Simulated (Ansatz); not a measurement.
`C#[C][GeH2][F]` + H₂ → `[F][GeH3]` + acetylene  (hydrogenolysis of a Ge–C bond)

Program: Ansatz. Geometries: PBE0-D4/def2-TZVP. ΔE: electronic, gas phase. CCSD(T)/CBS adds triple-zeta CCSD(T) − MP2 to the extrapolated MP2 energy (def2 sets, frozen cores). This one scheme is used for every species. DFT in def2-TZVPP. HSE06 is defined as in plane-wave codes. For Ge outer-core shells are correlated without core-valence functions, which leaves a few kJ/mol of doubt a bond. Scalar relativity is left out up to krypton.

`C#[C][GeH2][F]`:

```xyz
7

C     1.080    1.134   -1.274
C     0.429    0.471   -0.507
Ge   -0.610   -0.529    0.716
F    -0.286   -2.205    0.397
H     1.659    1.714   -1.956
H    -0.167   -0.266    2.157
H    -2.105   -0.319    0.467
```

H₂:

Cartesian coordinates in Å:
```
H 0.340 0.116 0.102
H -0.340 -0.116 -0.102
```

`[F][GeH3]`:

```xyz
5

F    -1.621   -0.164    0.266
Ge    0.089    0.009   -0.015
H     0.597    1.004    1.035
H     0.696   -1.388    0.159
H     0.238    0.539   -1.446
```

`C#C`:

```xyz
4

C    -0.446   -0.370    0.151
C     0.446    0.370   -0.151
H    -1.239   -1.027    0.421
H     1.239    1.027   -0.421
```

```tsv
level	ΔE (kJ/mol)	difference from CCSD(T)/CBS
PBE-D4	0.6	-1.4
revPBE-D4	4.4	2.4
B97M-V	-5.4	-7.4
PBE0-D4	-2.0	-4.0
r2SCANh-D4	1.0	-1.0
PBE-QIDH	1.1	-0.9
PBE	-3.4	-5.4
revPBE	-3.8	-5.8
BLYP	-7.8	-9.8
r2SCAN	1.1	-0.9
HSE06	-5.2	-7.2
CAM-B3LYP	-10.2	-12.2
LC-ωPBE	-7.6	-9.6
CCSD(T)/def2-SVP	-6.2	-8.2
HF/def2-TZVPP	-15.2	-17.2
MP2/def2-QZVPP	9.9	7.9
CCSD(T)/CBS	2.0	0
```

Largest T1 diagnostic among the species: 0.013.

The D4 term adds +6.6 kJ/mol with B3LYP and +3.6 kJ/mol with PBE0; it sums over pairs of atoms, weighted by their polarisabilities, and B3LYP, whose exchange is more repulsive, gets the larger term. Leaving LDA and LC-ωPBE aside and taking each functional with its dispersion term where it has one, the values, not all of them listed here, spread over 10.8 kJ/mol, from CAM-B3LYP-D4 to revPBE-D4.

B3LYP here is the variant with VWN-RPA as its local correlation; programs differ in this.
